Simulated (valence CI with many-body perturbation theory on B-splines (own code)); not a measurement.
In34+: calculated level list

Level of theory: valence CI with perturbative core correlation (CI+MBPT): five valence electrons over a frozen Dirac-Fock core [Ne], radial functions for each j: 11 s, 11 p, 10 d, 8 f, 5 g, 2 h, with the one-electron correlation potential Σ1 (screened to all orders), the two-electron term Σ2, the three-electron term Σ3, Breit, model QED; selected single and double excitations, second order for the rest, scaled by the run's own slope (own B-spline code, finite nucleus).

The last digits are not significant, and no measured levels were compared; by estimate large intervals hold to a few tenths of a per cent, small ones and those within an open d or f shell to about a per cent. Among the levels kept, up to 4300 cm⁻¹ of a level comes from second order outside the variational space, and about a tenth of that is noise between levels of different J, which matters for small intervals.

Levels 1 to 45 of 169, with energies above the lowest level, (3s^2 3p1/2^2 3p3/2) J=3/2. "Leading %" is the weight of the configuration and term that name the level; weights of strongly mixed levels are sums over their largest components and can fall short. In the jj column 3d3/2^4 stands for four electrons in 3d with j = 3/2. Lifetimes count E1, E2, E3, M1 and M2 decay at the calculated energies, and are blank where another channel may lead or the interval is too uncertain; long ones can be off by a factor of two.

| No. | Configuration | Term | J | E (eV) | Leading % | g | Second component | Lifetime | Leading jj |
| --- | --- | --- | --- | --- | --- | --- | --- | --- | --- |
| 1 | 3s2.3p3 | 2P° | 3/2 | 0.00 | 41 | 1.438 | 34 % 3s2.3p3 4S° |  | 3s^2 3p1/2^2 3p3/2 (96 %) |
| 2 | 3s2.3p3 | 4S° | 3/2 | 43.18 | 50 | 1.411 | 47 % 3s2.3p3 2D° | 1.12 μs | 3s^2 3p1/2 3p3/2^2 (96 %) |
| 3 | 3s2.3p3 | 2D° | 5/2 | 50.30 | 98 | 1.195 |  | 5.84 μs | 3s^2 3p1/2 3p3/2^2 (98 %) |
| 4 | 3s2.3p3 | 2P° | 1/2 | 59.11 | 98 | 0.659 |  | 1.23 μs | 3s^2 3p1/2 3p3/2^2 (98 %) |
| 5 | 3s2.3p3 | 2P° | 3/2 | 103.04 | 55 | 1.272 | 28 % 3s2.3p3 2D° | 448 ns | 3s^2 3p3/2^3 (96 %) |
| 6 | 3s.3p4 | 4P | 5/2 | 131.36 | 65 | 1.495 | 16 % 3s.3p4 2D | 135 ps | 3s 3p1/2^2 3p3/2^2 (79 %) |
| 7 | 3s2.3p2.3d | 4F | 3/2 | 132.01 | 34 | 0.842 | 21 % 3s2.3p2.3d 2D | 1.19 ns | 3s^2 3p1/2^2 3d3/2 (85 %) |
| 8 | 3s.3p4 | 4P | 1/2 | 151.94 | 43 | 2.290 | 40 % 3s.3p4 2S | 22.2 ps | 3s 3p1/2^2 3p3/2^2 (78 %) |
| 9 | 3s2.3p2.3d | 4F | 5/2 | 153.83 | 30 | 1.194 | 25 % 3s2.3p2.3d 4D | 21.0 ps | 3s^2 3p1/2^2 3d5/2 (75 %) |
| 10 | 3s.3p4 | 4P | 3/2 | 154.14 | 30 | 1.153 | 22 % 3s.3p4 2D | 14.0 ps | 3s 3p1/2^2 3p3/2^2 (57 %) |
| 11 | 3s2.3p2.3d | 4D | 3/2 | 175.82 | 30 | 0.980 | 20 % 3s2.3p2.3d 4F | 78.2 ps | 3s^2 3p1/2 3p3/2 3d3/2 (79 %) |
| 12 | 3s2.3p2.3d | 2F | 5/2 | 176.04 | 45 | 0.983 | 39 % 3s2.3p2.3d 4F | 869 ps | 3s^2 3p1/2 3p3/2 3d3/2 (93 %) |
| 13 | 3s2.3p2.3d | 4D | 1/2 | 176.96 | 71 | 0.287 | 17 % 3s2.3p2.3d 2P | 232 ps | 3s^2 3p1/2 3p3/2 3d3/2 (93 %) |
| 14 | 3s.3p4 | 4P | 3/2 | 177.96 | 39 | 1.404 | 21 % 3s2.3p2.3d 2P | 116 ps | 3s 3p1/2 3p3/2^3 (49 %) |
| 15 | 3s2.3p2.3d | 4F | 7/2 | 182.60 | 37 | 1.096 | 32 % 3s2.3p2.3d 2G | 4.68 ns | 3s^2 3p1/2 3p3/2 3d3/2 (85 %) |
| 16 | 3s.3p4 | 2D | 5/2 | 185.39 | 35 | 1.194 | 22 % 3s2.3p2.3d 2D | 216 ps | 3s^2 3p1/2 3p3/2 3d5/2 (48 %) |
| 17 | 3s2.3p2.3d | 4D | 7/2 | 187.80 | 47 | 1.306 | 32 % 3s2.3p2.3d 4F | 9.21 ns | 3s^2 3p1/2 3p3/2 3d5/2 (97 %) |
| 18 | 3s2.3p2.3d | 4F | 9/2 | 194.92 | 50 | 1.220 | 48 % 3s2.3p2.3d 2G |  | 3s^2 3p1/2 3p3/2 3d5/2 (96 %) |
| 19 | 3s2.3p2.3d | 4P | 5/2 | 198.04 | 37 | 1.301 | 17 % 3s2.3p2.3d 2D | 4.13 ps | 3s^2 3p1/2 3p3/2 3d5/2 (43 %) |
| 20 | 3s.3p4 | 2P | 1/2 | 198.66 | 23 | 1.207 | 16 % 3s2.3p2.3d 4P | 5.78 ps | 3s 3p1/2 3p3/2^3 (32 %) |
| 21 | 3s2.3p2.3d | 4D | 3/2 | 200.12 | 36 | 1.163 | 23 % 3s.3p4 2D | 13.8 ps | 3s^2 3p1/2 3p3/2 3d5/2 (43 %) |
| 22 | 3s2.3p2.3d | 4P | 3/2 | 203.39 | 26 | 1.261 | 21 % 3s2.3p2.3d 2D | 1.99 ps | 3s^2 3p1/2 3p3/2 3d3/2 (69 %) |
| 23 | 3s2.3p2.3d | 4D | 5/2 | 207.53 | 37 | 1.206 | 20 % 3s2.3p2.3d 2F | 4.78 ps | 3s^2 3p1/2 3p3/2 3d3/2 (35 %) |
| 24 | 3s2.3p2.3d | 2S | 1/2 | 207.94 | 32 | 1.964 | 28 % 3s2.3p2.3d 4P | 3.11 ps | 3s^2 3p1/2 3p3/2 3d3/2 (56 %) |
| 25 | 3s2.3p2.3d | 2G | 7/2 | 208.18 | 44 | 1.063 | 30 % 3s2.3p2.3d 2F | 15.4 ps | 3s^2 3p1/2 3p3/2 3d5/2 (73 %) |
| 26 | 3s2.3p2.3d | 2D | 3/2 | 215.30 | 38 | 1.099 | 30 % 3s2.3p2.3d 2P | 5.49 ps | 3s^2 3p1/2 3p3/2 3d5/2 (74 %) |
| 27 | 3s2.3p2.3d | 2D | 5/2 | 216.35 | 50 | 1.171 | 16 % 3s2.3p2.3d 4P | 3.63 ps | 3s^2 3p1/2 3p3/2 3d5/2 (67 %) |
| 28 | 3s.3p4 | 2P | 3/2 | 219.20 | 28 | 1.115 | 20 % 3s2.3p2.3d 2D | 4.22 ps | 3s 3p1/2 3p3/2^3 (44 %) |
| 29 | 3s2.3p2.3d | 2P | 1/2 | 225.34 | 61 | 1.140 | 14 % 3s.3p4 2S | 4.07 ps | 3s^2 3p1/2 3p3/2 3d5/2 (48 %) |
| 30 | 3s2.3p2.3d | 2F | 7/2 | 239.59 | 47 | 1.257 | 41 % 3s2.3p2.3d 4D | 115 ps | 3s^2 3p3/2^2 3d5/2 (96 %) |
| 31 | 3s2.3p2.3d | 2P | 1/2 | 239.61 | 40 | 1.264 | 30 % 3s2.3p2.3d 2S | 28.3 ps | 3s^2 3p3/2^2 3d5/2 (63 %) |
| 32 | 3s2.3p2.3d | 2G | 9/2 | 242.48 | 50 | 1.216 | 48 % 3s2.3p2.3d 4F | 874 ns | 3s^2 3p3/2^2 3d5/2 (95 %) |
| 33 | 3s2.3p2.3d | 4P | 1/2 | 246.25 | 33 | 1.504 | 22 % 3s.3p4 2P | 2.35 ps | 3s^2 3p3/2^2 3d3/2 (73 %) |
| 34 | 3s2.3p2.3d | 2D | 5/2 | 246.60 | 38 | 1.199 | 16 % 3s2.3p2.3d 2F | 2.68 ps | 3s^2 3p3/2^2 3d3/2 (70 %) |
| 35 | 3s2.3p2.3d | 2D | 3/2 | 246.99 | 32 | 1.151 | 23 % 3s2.3p2.3d 4P | 2.29 ps | 3s^2 3p3/2^2 3d3/2 (75 %) |
| 36 | 3s2.3p2.3d | 2F | 7/2 | 250.41 | 72 | 1.097 | 19 % 3s2.3p2.3d 2G | 3.10 ps | 3s^2 3p3/2^2 3d3/2 (82 %) |
| 37 | 3s2.3p2.3d | 2D | 3/2 | 259.31 | 51 | 0.988 | 28 % 3s2.3p2.3d 2P | 3.05 ps | 3s^2 3p3/2^2 3d3/2 (67 %) |
| 38 | 3s2.3p2.3d | 2D | 5/2 | 260.17 | 81 | 1.203 | 11 % 3s2.3p2.3d 4D | 382 ps | 3s^2 3p3/2^2 3d5/2 (96 %) |
| 39 | 3s.3p3.3d | 6D° | 5/2 | 263.55 | 42 | 1.389 | 18 % 3s.3p3.3d 4F° | 115 ps | 3s 3p1/2^2 3p3/2 3d3/2 (81 %) |
| 40 | 3s.3p3.3d | 6D° | 3/2 | 264.37 | 51 | 1.511 | 13 % 3s.3p3.3d 4P° | 89.9 ps | 3s 3p1/2^2 3p3/2 3d3/2 (81 %) |
| 41 | 3s.3p3.3d | 6D° | 1/2 | 264.52 | 59 | 2.861 | 29 % 3s.3p3.3d 4P° | 151 ps | 3s 3p1/2^2 3p3/2 3d3/2 (80 %) |
| 42 | 3s.3p3.3d | 6D° | 7/2 | 266.08 | 45 | 1.413 | 19 % 3s.3p3.3d 4D° | 179 ps | 3s 3p1/2^2 3p3/2 3d3/2 (59 %) |
| 43 | 3s2.3p2.3d | 2D | 3/2 | 270.79 | 56 | 1.059 | 30 % 3s2.3p2.3d 2P | 4.25 ps | 3s^2 3p3/2^2 3d5/2 (76 %) |
| 44 | 3s2.3p2.3d | 2D | 5/2 | 273.98 | 54 | 1.122 | 32 % 3s2.3p2.3d 2F | 3.48 ps | 3s^2 3p3/2^2 3d5/2 (82 %) |
| 45 | 3s.3p3.3d | 6D° | 9/2 | 274.57 | 59 | 1.443 | 31 % 3s.3p3.3d 4F° | 159 ps | 3s 3p1/2^2 3p3/2 3d5/2 (82 %) |

The ionisation energy to 3s2.3p2 3P_0 of the next ion comes out as 2190.2 eV (NIST: 2207 ± 8 eV (semi-empirical), further off than twice its uncertainty). All 169 levels together are meant to be complete up to 434.21 eV.
